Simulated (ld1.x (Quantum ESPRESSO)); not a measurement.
Sn, ultrasoft: configuration errors across variants

tin (Sn), ultrasoft, made with ld1.x (Quantum ESPRESSO) 7.5 (LDA (PZ), scalar-relativistic). Core [Kr], reference 4d10 5s1.75 5p2.25. Waves: 5s (bound): rcut 1.70, rcutus 1.90 bohr; 5s channel at 0.5 Ry: rcut 1.70, rcutus 1.90 bohr; 5p (bound): rcut 1.90, rcutus 2.50 bohr; 5p channel at 0.15 Ry: rcut 1.90, rcutus 2.50 bohr; 4d (bound): rcut 1.20, rcutus 1.30 bohr; 4d channel at -1.05 Ry: rcut 1.20, rcutus 1.30 bohr. Local part: all-electron potential smoothed inside 1.90 bohr (lloc = -1). Core correction: none. Augmentation charge: PSQ, radius 1.25 bohr.

All-electron excitation energies from the reference (eV): (1) 4d10 5s2 5p2 -1.744; (2) 4d10 5s2 5p1 5.354; (3) 4d10 5s2 5p0 19.619; (4) 4d10 5s1 5p2 13.089; (5) 4d10 5s2 5p2.3 -2.643; (6) 4d10 5s2 5p1.5 0.972; (7) 4d9 5s2 5p3 22.604; (8) 4d10 5s1.75 5p2.25 spin -0.752; (9) 4d10 5s2 5p2 spin -2.219.

Spin tests fill each open shell by Hund’s rule, majority spin first.

A true bound ghost makes a file unfit for plane-wave use even where its test errors are small: the radial tests pick states by their node count and pass the ghost by.

Errors AE − PS in meV (a dash: test not solved or not reliable):

| change | (1) | (2) | (3) | (4) | (5) | (6) | (7) | (8) | (9) | bound ghosts |
| --- | --- | --- | --- | --- | --- | --- | --- | --- | --- | --- |
| base | +0.1 | -1.2 | -1.7 | -0.9 | +0.4 | -0.5 | -48 | +15 | +6.9 | none |
| local potential all-electron potential smoothed inside 1.12 bohr (lloc = -1) | +0.2 | -1.3 | -1.7 | -1.0 | +0.4 | -0.5 | -70 | +14 | +6.8 | s, p |
| local potential all-electron potential smoothed inside 1.36 bohr (lloc = -1) | +0.1 | -1.2 | -1.8 | -0.7 | +0.5 | -0.4 | – | – | – | s |
| local potential all-electron potential smoothed inside 1.68 bohr (lloc = -1) | +0.1 | -1.2 | -1.7 | -0.9 | +0.4 | -0.5 | -45 | +14 | +6.6 | s |
| local potential all-electron potential smoothed inside 2.02 bohr (lloc = -1) | +0.1 | -1.3 | -1.7 | -1.0 | +0.4 | -0.5 | -51 | +14 | +6.8 | none |
| local potential all-electron potential smoothed inside 2.64 bohr (lloc = -1) | +0.2 | -1.2 | -1.7 | -0.9 | +0.4 | -0.5 | -74 | +14 | +6.8 | s |
| local potential all-electron potential smoothed inside 2.90 bohr (lloc = -1) | +0.2 | -1.2 | -1.7 | -0.9 | +0.4 | -0.5 | -47 | +14 | +6.8 | none |

(1) Give the same row for: local potential all-electron potential smoothed inside 2.28 bohr (lloc = -1).

Answers

(1) +0.1, -1.3, -1.7, -0.9, +0.4, -0.5, -55, +14, +6.8; bound ghosts: none.
